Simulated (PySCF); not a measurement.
Kr⁺: interval between two levels

Kr⁺ [Ar] 3d10 4s2 4p5 [2P3/2, M_J = 3/2] → Kr⁺ [Ar] 3d10 4s1 4p5 4d1 [4F9/2, M_J = 9/2], as a difference of total energies. All numbers are calculated (PySCF 2.14, the two-component X2C-1e Hamiltonian, in x2c-TZVPall-2c with one added diffuse shell each of s, p, d type (7s8p5d1f, 63 functions)). Correlated levels: [Ne] frozen. "Screened" scales the spin-orbit matrix elements by Boettger's factors to mimic the two-electron term; Breit and QED terms are absent.

| method | interval between two levels (cm⁻¹) |
| --- | --- |
| GHF (spin-free) | 250830 |
| GMP2 (spin-free) | 247830 |
| GHF (screened spin-orbit) | 250820 |
| GMP2 (screened spin-orbit) | 247840 |

The labels give the starting determinants; with spin-orbit coupling the two ends relaxed to ⟨J²⟩ = 3.76, ⟨L²⟩ = 2.01, ⟨S²⟩ = 0.76 and ⟨J²⟩ = 24.76, ⟨L²⟩ = 12.01, ⟨S²⟩ = 3.76.

The promoted electron is Rydberg-like, and one or two diffuse shells describe it only roughly, which tends to raise the upper state.
